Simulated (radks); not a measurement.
Numerical settings for the iodine ion I32+, [Ar] 3d3. Method: scalar-relativistic Kohn-Sham, r2SCAN, spin-polarised, spherical densities, finite nucleus; open shells are filled with parallel spins first (spin-orbit coupling, left out, can overturn this in heavy ions); meta-GGA in the generalised Kohn-Sham scheme; Fermi nuclear charge, rms radius 4.75 fm; computed with a radial shooting solver on a logarithmic mesh with Libxc functionals. The defaults (mesh step 0.008 in ln r, mesh end at 40 bohr or more with all orbitals vanishing there, Anderson mixing 0.5 over 9 steps, residual threshold near 1e-9 with the energy settled to 1e-9 hartree or 1e-11 of itself, here a cap of 85 iterations) give E = -6394.743 hartree and 3d at -1956.5 eV in 10 iterations. Times are rough (one thread of a shared host). Changes against that run (0 stands for a change within the tolerance of the run):

| setting | iterations | converged | E (mhartree) | e(3d) (meV) | CPU (s) |
|---|---|---|---|---|---|
| mesh step in ln r 0.003 | 13 | yes | 0 | 0 | 0.33 |
| mesh step in ln r 0.02 | 11 | yes | -0.0441 | 0 | 0.06 |
| mesh step in ln r 0.08 | 2 | no | diverged | - | 0.01 |
| mesh end (bohr) 20 | 10 | yes | 0 | 0 | 0.11 |
| mesh end (bohr) 2 | 10 | yes | 0 | 0 | 0.1 |
| residual threshold 0.01 | 7 | yes | +0.0182 | +36.2 | 0.09 |
| residual threshold 1e-05 | 9 | yes | 0 | -0.0621 | 0.1 |
| mixing 0.2 | 11 | yes | 0 | +0.0186 | 0.12 |
| linear mixing, mixing 0.2 | 66 | yes | 0 | -0.127 | 0.59 |
| linear mixing, mixing 0.5 | 23 | yes | 0 | -0.0761 | 0.22 |
| mixing history 3 | 13 | yes | 0 | +0.0417 | 0.13 |
| iteration cap 2 | 2 | no | +1.4e+04 | -5.47e+05 | 0.03 |

No run marked as converged misses the energy by more than 1 mhartree. A mesh that ends early acts as a hard wall.
